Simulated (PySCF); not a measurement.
Compound: C3H6Cl2Si.
Numbering: `[CH2:1]=[CH:2][C@H:3]([Cl:4])[SiH2:5][Cl:6]` (hydrogens: H7, H8 on C1; H9 on C2; H10 on C3; H11, H12 on Si5)

Jobs on this species (12 atoms, 72 electrons) with PySCF (density fitting). Hardware of each: one thread of an Arm Neoverse V1 (shared host). The host was shared with other jobs, so the times are rough. Peak memory is the resident size of the whole Python process, interpreter and libraries included.

| level and settings | work | basis functions | SCF cycles | wall time | peak memory |
| --- | --- | --- | --- | --- | --- |
| delta-SCF UKS PBE0, pcX-2 on the ionised atom, pcseg-1 elsewhere, spin-free X2C | ΔSCF core ionisation, 9 holes | 168 | ? | ? | ? |
| delta-SCF UKS SCAN, pcX-2 on the ionised atom, pcseg-1 elsewhere, spin-free X2C | ΔSCF core ionisation, 9 holes | 168 | 147 | 71 s | 0.69 GiB |
| delta-SCF UKS B3LYP, pcX-2 on the ionised atom, pcseg-1 elsewhere, spin-free X2C | ΔSCF core ionisation, 9 holes | 168 | 128 | 96 s | 0.82 GiB |
| delta-SCF UKS SCAN, def2-TZVP on the ionised atom, pcseg-1 elsewhere, spin-free X2C | ΔSCF core ionisation, 9 holes | 145 | 143 | 63 s | 0.55 GiB |
| delta-SCF UKS HF, pcX-2 on the ionised atom, pcseg-1 elsewhere, spin-free X2C | ΔSCF core ionisation, 9 holes | 168 | 131 | 69 s | 0.65 GiB |
| delta-SCF UKS PBE, pcX-2 on the ionised atom, pcseg-1 elsewhere, spin-free X2C | ΔSCF core ionisation, 9 holes | 168 | 138 | 44 s | 0.63 GiB |
| PBE0-D3(BJ)/def2-SVP, grid level 1 | geometry optimisation from a GFN2-xTB start shaken at random | 126 | 39 | 50 s | 0.52 GiB |
| delta-SCF UKS SCAN, pcX-2 on the ionised atom, pcseg-1 elsewhere, non-relativistic | ΔSCF core ionisation, 9 holes | 168 | 144 | 67 s | 0.63 GiB |
| delta-SCF UKS SCAN, pcX-1 on the ionised atom, pcseg-1 elsewhere, spin-free X2C | ΔSCF core ionisation, 9 holes | 148 | 143 | 56 s | 0.55 GiB |

Q: Fill in the missing figures.

A: 
- delta-SCF UKS PBE0, pcX-2 on the ionised atom, pcseg-1 elsewhere, spin-free X2C; ΔSCF core ionisation, 9 holes: 94 s, 0.73 GiB, 123 SCF cycles

Q: What do all jobs in the table cost together?

A: About 10 min; the longest takes about 16 % of that, and about 2.2 times as long as the shortest.
